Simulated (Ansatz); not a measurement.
Isolated molecules relaxed with PBE0-D4/def2-TZVP in Ansatz; ΔE leaves out vibrations. CCSD(T)/CBS adds triple-zeta CCSD(T) − MP2 to the extrapolated MP2 energy (def2 sets, frozen cores). This one scheme is used for every species. DFT in def2-TZVPP. B3LYP here is the variant with VWN-RPA as its local correlation; programs differ in this. For Ga outer-core shells are correlated without core-valence functions, which leaves a few kJ/mol of doubt a bond. Scalar relativity is left out up to krypton. Each species was taken in one conformer, which may not be the lowest.

`[BH2][GaH][CH3]` + `SS` → `[CH3][GaH][S]S` + BH₃  (cleavage of the Ga–B bond)

`[BH2][GaH][CH3]`:

Cartesian coordinates in Å:
```
B 0.204 1.895 0.678
Ga 0.329 0.237 -0.553
C -0.373 -1.557 -0.112
H 1.057 2.168 1.475
H -0.724 2.654 0.640
H 1.025 0.354 -1.971
H -0.799 -1.625 0.889
H -1.145 -1.828 -0.839
H 0.426 -2.297 -0.207
```

`SS`:

```xyz
4

S     1.059    0.380    0.023
S    -0.452   -0.884   -0.529
H     0.422    1.552   -0.170
H    -1.029   -1.048    0.677
```

`[CH3][GaH][S]S`:

Z-matrix (Å, degrees):
```
C
Ga 1 1.953
H 1 1.092 2 110.0
H 1 1.093 2 109.7 3 -118.1
H 1 1.089 2 110.9 3 121.2
S 2 2.224 1 120.5 3 -126.1
H 2 1.567 1 128.3 3 53.9
S 6 2.070 2 103.6 1 2.3
H 8 1.345 6 97.9 2 -95.9
```

BH₃:

Z-matrix (Å, degrees):
```
B
H 1 1.193
H 1 1.193 2 120.0
H 1 1.193 2 120.0 3 180.0
```

```json
{"level": "r2SCAN-D4", "ΔE (kJ/mol)": "-111.9"}
{"level": "PBE0-D4", "ΔE (kJ/mol)": "-110.3"}
{"level": "B3LYP-D4", "ΔE (kJ/mol)": "-116.2"}
{"level": "B2PLYP", "ΔE (kJ/mol)": "-114.9"}
{"level": "B3LYP", "ΔE (kJ/mol)": "-107.4"}
{"level": "MP2/def2-QZVPP", "ΔE (kJ/mol)": "-124.5"}
{"level": "HF/CBS(def2)", "ΔE (kJ/mol)": "-118.0"}
{"level": "MP2/CBS(def2)", "ΔE (kJ/mol)": "-125.4"}
```

Problem. What does CCSD(T)/CBS give? (An estimate is asked.)

Solution. Ansatz gave: -114.7 kJ/mol. The listed levels differ from it by 2.8, 4.4, -1.5, -0.2, 7.3, -9.8, -3.3, -10.7 kJ/mol.

Largest T1 diagnostic among the species: 0.013.

From PBE to PBE0 (25 % exact exchange), in def2-TZVPP and without D4, ΔE moves by −4.6 kJ/mol. The D4 term adds −8.8 kJ/mol with B3LYP and −4.9 kJ/mol with PBE0; it sums over pairs of atoms, weighted by their polarisabilities, and B3LYP, whose exchange is more repulsive, gets the larger term.
